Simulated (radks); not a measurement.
Values are calculated unless marked as measured or tabulated.
Ionisation of the silicon ion Si+, [Ne] 3s2 3p1, to [Ne] 3s2 as the strength of local exchange is varied. Code: a radial shooting solver on a logarithmic mesh with Libxc functionals. Model: scalar-relativistic Kohn-Sham, Slater X-alpha exchange (alpha = 2/3 is LDA exchange), no correlation, spin-polarised, spherical densities, point nucleus; open shells are filled with parallel spins first.

alpha  E(Si+) (hartree)  exchange (hartree)  IE (eV)  -e of the level emptied (eV)  <r> of it (bohr)
0.667        -287.54533           -18.34967   15.284                   11.196 (3p)             2.480
0.696        -288.34416           -19.19012   15.579                   11.482 (3p)             2.458
0.706        -288.62003           -19.48075   15.682                   11.582 (3p)             2.451
0.763        -290.19653           -21.14540   16.272                   12.157 (3p)             2.409
0.765        -290.25198           -21.20405   16.293                   12.177 (3p)             2.408
0.917        -294.49016           -25.71128   17.924                   13.776 (3p)             2.306

NIST Atomic Spectra Database: 16.346 eV (measured). The Delta-SCF value meets it near alpha = 0.77. Open shells are spherical and high-spin; term and fine-structure splittings are not resolved.
